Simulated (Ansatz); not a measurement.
## Worked example: the enthalpy of formation of BBrCl2 (bromodichloroborane)

The species is BBrCl2 (4 atoms), meant as a singlet with charge 0. As SMILES, `ClB(Cl)Br`. The shape is that of a PBE0-D4/def2-TZVP optimisation.

Total energies at BCCD(T)/cc-pVDZ, 20 core orbitals frozen (Ansatz 0.2.0); the atoms run unrestricted:

| species | state | energy (Eh) |
| --- | --- | --- |
| BBrCl2 | singlet | -3516.723656 |
| Cl | doublet | -459.598888 |
| B | doublet | -24.589399 |
| Br | doublet | -2572.487178 |

Harmonic wavenumbers at PBE0-D4/def2-TZVP, in cm⁻¹: 209, 222, 414, 433, 896, 976.

Measured heats of formation of the gaseous atoms at 298.15 K, in kJ/mol: Cl 121.3, B 570.3, Br 111.9. Spin-orbit lowering of the atoms at 298 K (mean of the ground term's levels less their thermal mean, from spectra), in kJ/mol: Cl 3.44, B 0.00, Br 14.69. Take 1 Eh = 2625.50 kJ/mol, 1 cm⁻¹ = 0.0119627 kJ/mol, RT = 2.479 kJ/mol.

Task: Work out the heat of formation of the gas at 298 K.

Result: 
1. Electronic atomisation energy: 2 × (-459.598888) + (-24.589399) + (-2572.487178) − (-3516.723656) = 0.449303 Eh = 1179.6 kJ/mol.
2. Zero-point energy: half the sum of the wavenumbers, 1575 cm⁻¹ = 18.8 kJ/mol.
3. Thermal vibrational enthalpy, Σ hcν̃/(exp(hcν̃/kT) − 1): 4.6 kJ/mol. Translation, rotation and pV of a non-linear molecule: 4 RT = 9.9 kJ/mol.
4. The 4 free atoms carry 5/2 RT each: 24.8 kJ/mol.
5. Spin-orbit coupling lowers the free atoms by 2 × 3.44 + 0.00 + 14.69 = 21.6 kJ/mol.
6. Atomisation enthalpy at 298 K: 1179.6 − 21.6 − 18.8 − 4.6 − 9.9 + 24.8 = 1149.5 kJ/mol.
7. Sum of the atoms' heats of formation: 924.8 kJ/mol. Heat of formation: 924.8 − 1149.5 = -224.7 kJ/mol.

The tabulated value is -336.8 kJ/mol (NIST-JANAF tables; in doubt: it rests on an older heat of the boron atom), so this level is off by +112.1 kJ/mol, or 8.9 % of the atomisation enthalpy that the table implies (1261.6 kJ/mol). Coupled cluster needs large bases for atomisation: in a finite one the molecule is underbound. Relativity is left out. A double-zeta basis underbinds. Anharmonicity and any spin-orbit splitting of the molecule are left out, and so is core correlation.
